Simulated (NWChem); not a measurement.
System meant: BeHCl; SMILES [Cl][BeH]

NWChem input:

```
start job
memory heap 200 mb stack 900 mb global 1100 mb
geometry units angstroms noautosym nocenter noautoz
  Be     0.000000     0.000000    -1.300052
  H      0.000000     0.000000    -2.635533
  Cl     0.000000     0.000000     0.526685
end
basis spherical
  * library def2-svp
end
dft
  xc xtpss03 ctpss03
  iterations 150
end
property
  shielding
end
task dft property
```

End of the output:

```
 Vector   14  Occ=0.000000D+00  E= 6.470007D-05
              MO Center= -5.9D-09,  7.0D-09, -8.9D-01, r^2= 5.5D+00
   Bfn.  Coefficient  Atom+Function         Bfn.  Coefficient  Atom+Function
  ----- ------------  ---------------      ----- ------------  ---------------
     3      1.329724  1 Be s                 18     -0.590187  3 Cl s
    11     -0.550656  2 H  s                 27      0.326133  3 Cl pz
     9      0.288217  1 Be pz                10     -0.224185  2 H  s
    17     -0.218113  3 Cl s                  2      0.196657  1 Be s
    16      0.155713  3 Cl s                 24      0.134591  3 Cl pz

 center of mass
 --------------
 x =   0.00000000 y =   0.00000000 z =   0.16991207

 moments of inertia (a.u.)
 ------------------
         112.733987791110           0.000000000000           0.000000000000
           0.000000000000         112.733987791110           0.000000000000
           0.000000000000           0.000000000000           0.000000000000

     Multipole analysis of the density
     ---------------------------------

     L   x y z        total         alpha         beta         nuclear
     -   - - -        -----         -----         ----         -------
     0   0 0 0     -0.000000    -11.000000    -11.000000     22.000000

     1   1 0 0      0.000000      0.000000      0.000000      0.000000
     1   0 1 0     -0.000000     -0.000000     -0.000000      0.000000
     1   0 0 1     -0.147936     -1.130234     -1.130234      2.112532

     2   2 0 0    -13.572804     -6.786402     -6.786402      0.000000
     2   1 1 0     -0.000000     -0.000000     -0.000000      0.000000
     2   1 0 1      0.000000      0.000000      0.000000      0.000000
     2   0 2 0    -13.572804     -6.786402     -6.786402      0.000000
     2   0 1 1     -0.000000     -0.000000     -0.000000      0.000000
     2   0 0 2    -16.380489    -41.083899    -41.083899     65.787309

          -----------------------------------------
          Chemical Shielding Tensors (GIAO, in ppm)
          -----------------------------------------

 ------------------------------------------------------------------------
  xtpss03: d2 not coded                    0
 ------------------------------------------------------------------------
 ------------------------------------------------------------------------
  current input line :
    18: task dft property
 ------------------------------------------------------------------------
 ------------------------------------------------------------------------
 This error has not yet been assigned to a category
 ------------------------------------------------------------------------
 For more information see the NWChem manual at https://nwchemgit.github.io

0: xtpss03: d2 not coded:Received an Error in Communication
```

### Question
Can this run be used? If not, why, and what is the fix?

### Answer
The run crashed. Cause: this functional's second derivatives, which shieldings need, aren't coded here; the fix takes a hybrid GGA instead. This input runs:
```
start job
memory heap 200 mb stack 900 mb global 1100 mb
geometry units angstroms noautosym nocenter noautoz
  Be     0.000000     0.000000    -1.300052
  H      0.000000     0.000000    -2.635533
  Cl     0.000000     0.000000     0.526685
end
basis spherical
  * library def2-svp
end
dft
  xc pbe0
  iterations 150
end
property
  shielding
end
task dft property
```
It converges to -475.25538 Ha (PBE0/def2-SVP, GIAO).
